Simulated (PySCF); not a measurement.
**Zirconium: a sound run and one with changed settings**

Sound run: Zr⁺ [Kr] 4d2 5s1, Zr²⁺ [Kr] 4d2. All numbers are calculated (PySCF 2.14, scalar relativity through the core potential, in def2-SVP with the def2 core potential (28 electrons) (5s3p2d1f, 31 functions)). The sound run starts from symmetry-adapted Hartree-Fock orbitals and uses a fine grid where one is needed.

A second run was set up differently.

```csv
species,method,sound run (hartree),changed run (hartree),converged
Zr⁺,UHF,-46.24087,-46.24087,yes
Zr⁺,B3LYP,-46.66287,-46.80898,yes
Zr⁺,MN15,-46.54777,-46.31326,yes
Zr²⁺,UHF,-45.78885,-45.78885,yes
Zr²⁺,B3LYP,-46.17338,-46.27920,yes
Zr²⁺,MN15,-46.06898,-45.82527,yes
```

Ionisation energy of Zr⁺:

```
method  sound run (eV)  changed run (eV)
   UHF          12.300            12.300
 B3LYP          13.320            14.416
  MN15          13.028            13.279
```

What was changed?
A. all electrons correlated in a valence basis
B. radial grid too coarse
C. too few SCF iterations
D. level shift left on

B. It used radial step 0.8 in ln r (0.13 in the sound run). A coarse radial grid mis-integrates the density and the exchange-correlation energy, with errors of either sign; Hartree-Fock needs no grid.
